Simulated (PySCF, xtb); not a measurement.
disulfane (H2S2), SMILES SS.

Harmonic wavenumbers (cm⁻¹) from GFN2-xTB (xtb 6.7.1) at its own minimum, in rising order: 324, 510, 797, 818, 2345, 2353.

### Question
What does PBE0-D3(BJ)/def2-TZVP run with PySCF give at its own minimum? (An estimate is asked for; the answer gives what the named calculation found.)

### Answer
464, 536, 906, 908, 2663, 2666. Paired by order, the mean absolute difference is 166 cm⁻¹ and the zero-point energies are 10.2 and 11.6 kcal/mol.
